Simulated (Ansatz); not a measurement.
`F[SiH](Cl)[GeH3]` → `F[SiH2]Cl` + `[GeH2]` at 700 K and 1 bar (germylene loss).

Isolated molecules relaxed with PBE0-D4/def2-TZVP in Ansatz; ΔE leaves out vibrations. CBS: MP2 limit from def2 TZ/QZ plus the TZ coupled-cluster correction, frozen cores. This one scheme is used for every species. For Ge outer-core shells are correlated without core-valence functions, which leaves a few kJ/mol of doubt a bond. Scalar relativity is left out up to krypton.

```tsv
species	CCSD(T)/CBS energy (Eh)	H − E (kJ/mol)	S (J/(mol·K))
`F[SiH](Cl)[GeH3]`	-2927.27769	168.5	462.6
`F[SiH2]Cl`	-849.96195	99.5	342.2
`[GeH2]`	-2077.24753	54.8	253.9
```

H − E and S are ideal-gas, rigid-rotor, harmonic terms from PBE0-D4/def2-TZVP, for one conformer and one mirror image of each species. 1 Eh = 2625.50 kJ/mol, R = 8.31446 J/(mol·K).

Question: By hand: ΔE, ΔH, ΔS and ΔG.

Answer: ΔE = (-849.96195) + (-2077.24753) − (-2927.27769) = 0.06821 Eh = 179.1 kJ/mol. Δ(H − E) = 99.5 + 54.8 − 168.5 = -14.2, so ΔH = 164.9 kJ/mol. ΔS = 342.2 + 253.9 − 462.6 = 133.5 J/(mol·K). ΔG = 164.9 − 700 × (133.5)/1000 = 71.5 kJ/mol.

Question: By hand: the equilibrium constant, and the temperature at which ΔG would vanish if ΔH and ΔS stayed fixed.

Answer: log₁₀ K = −ΔG/(RT ln 10) = -5.3. ΔG = 0 at ΔH/ΔS = 1235 K.

The number of gas molecules changes by +1, which sets the sign of ΔS. A doubt of 5 kJ/mol in ΔE shifts log₁₀ K by 0.4 here. Other conformers and mirror images would add mixing entropy, several J/(mol·K) or more a flexible species. These are equilibria of isolated gas molecules and say nothing of rates. Largest T1 diagnostic: 0.012 (customary marks: 0.02 for closed shells, 0.045 for open ones).
